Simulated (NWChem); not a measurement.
System: C₂H₅ClF₂Si; SMILES FC(F)C[SiH2]Cl

```xyz
11

F      0.3016     2.6961    -0.6466
C      0.3756     1.4462    -0.1352
F      0.4141     1.5624     1.2157
C     -0.8260     0.6370    -0.5473
Si    -0.9462    -1.0780     0.2177
Cl     0.8204    -2.0958    -0.1746
H      1.3291     0.9974    -0.4641
H     -1.7316     1.2019    -0.2645
H     -0.8332     0.5376    -1.6445
H     -2.0666    -1.8200    -0.4229
H     -1.1372    -1.0229     1.6902
```
Atoms are numbered in this order, from 1.

All runs: NWChem. Medium grid unless said otherwise, to which SCAN and Minnesota functionals are sensitive. All runs use the structure optimised with PBE0/def2-SVP. Hybrids' shares of exact exchange are those that their runs print; pure functionals count as 0. The functionals differ in more than this share.

| row | share of exact exchange | orbital gap (eV) |
|---|---|---|
| PBE/def2-SVP | 0.00 | 6.88 |
| BLYP/def2-SVP | 0.00 | 6.92 |
| TPSSh/def2-SVP | 0.10 | 8.22 |
| B3LYP/def2-SVP | 0.20 | withheld |
| M06-2X/def2-SVP | 0.54 | 11.45 |

Q: Fit a straight line of the last column on the one before it, predict the withheld value, and compare with the run.

A: 
1. Means of the 4 shown rows: x = 0.160, y = 8.367. Slope Σ(x − x̄)(y − ȳ)/Σ(x − x̄)² = 1.650/0.1992 = 8.282; intercept 7.042.
2. The shown rows scatter about the line by 0.205 (root mean square); the largest residual is +0.35, at TPSSh/def2-SVP.
3. At x = 0.20 (B3LYP/def2-SVP; inside the shown range) the line gives 8.70.
4. The run gives 8.83, +0.13 from the line, 0.6 times the scatter.
